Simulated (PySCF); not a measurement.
Electron correlation in B⁺ (boron, charge +1)

[He] 2s2, closed-shell 1S. Computed with PySCF 2.14 in ANO-RCC-VTZP (4s3p2d1f, 30 functions), with the spin-free X2C one-electron Hamiltonian (Gaussian nucleus). Frozen: nothing; 4 electrons correlated.

```csv
level,correlation energy (mhartree)
CCSD,-84.46
(T),-0.45
CCSD(T),-84.91
CCSDT,-84.93
```

Diagnostics: T1 = 0.0091, D1 = 0.0182, largest double amplitude 0.150.

A double-excitation amplitude exceeds 0.15, a sign of near-degeneracy.

Cost of the coupled-cluster step: of the order of 0.15 core-seconds, for 4 correlated electrons.
